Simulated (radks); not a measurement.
I I, 53 electrons, occupied as [Kr] 4d10 5s2 5p5.

Calculated with a radial shooting solver on a logarithmic mesh with Libxc functionals: scalar-relativistic Kohn-Sham, PBE, spin-polarised, spherical densities, finite nucleus; open shells are filled with parallel spins first (spin-orbit coupling, left out, can overturn this in heavy ions); Fermi nuclear charge, rms radius 4.75 fm; hard spherical wall at 6 bohr.

Energy parts (Ry):
| part | energy |
|---|---|
| total | -14232.28860 |
| kinetic | 14938.40007 |
| electron-nucleus | -34439.87312 |
| Hartree | 5631.29388 |
| exchange-correlation | -362.10943 |

Orbitals (lengths in bohr, moments of r in powers of bohr; r(90%) holds 90 % of the orbital's charge):
orbital,occ.,eigenvalue (Ry),<r^4>,<r^2>,<r>,r(90%)
1s up,1,-2424.095,2.642e-06,0.001005,0.02722,0.0490
1s down,1,-2424.093,2.642e-06,0.001005,0.02722,0.0490
2s up,1,-374.4799,0.0004503,0.01619,0.1172,0.181
2s down,1,-374.4788,0.0004503,0.01619,0.1172,0.181
2p up,3,-336.1150,0.0003256,0.01282,0.1025,0.167
2p down,3,-336.1131,0.0003256,0.01282,0.1025,0.167
3s up,1,-75.53014,0.01932,0.1127,0.3141,0.461
3s down,1,-75.52821,0.01932,0.1127,0.3141,0.461
3p up,3,-63.09636,0.02030,0.1130,0.3121,0.468
3p down,3,-63.09414,0.02030,0.1130,0.3121,0.468
3d up,5,-44.47294,0.01774,0.09858,0.2886,0.453
3d down,5,-44.47081,0.01774,0.09857,0.2886,0.453
4s up,1,-13.21019,0.5636,0.6186,0.7400,1.07
4s down,1,-13.20558,0.5633,0.6186,0.7400,1.07
4p up,3,-9.31414,0.7797,0.7150,0.7921,1.16
4p down,3,-9.30946,0.7782,0.7146,0.7920,1.16
4d up,5,-3.63547,1.720,0.9972,0.9224,1.41
4d down,5,-3.62809,1.702,0.9935,0.9209,1.40
5s up,1,-1.25091,29.35,4.388,1.970,2.88
5s down,1,-1.20528,29.41,4.382,1.967,2.89
5p up,3,-0.49174,63.56,6.499,2.397,3.56
5p down,2,-0.44463,65.02,6.561,2.407,3.59
5d up,0,0.34460,179.5,11.77,3.288,4.57
6s up,0,0.36083,271.4,14.79,3.678,4.90
5d down,0,0.38026,184.4,11.95,3.316,4.60
6s down,0,0.38389,273.5,14.86,3.687,4.91
4f up,0,0.84679,217.6,12.94,3.434,4.77
4f down,0,0.87762,223.0,13.14,3.463,4.79

The highest occupied level is 5p down at -6.049 eV. Spin moment in Bohr magnetons: 1. The spin density at the nucleus is -0.7555 e/bohr^3 (1s -0.1362, 2s 0.0381, 3s 0.0275, 4s 0.1137, 5s -0.7987).
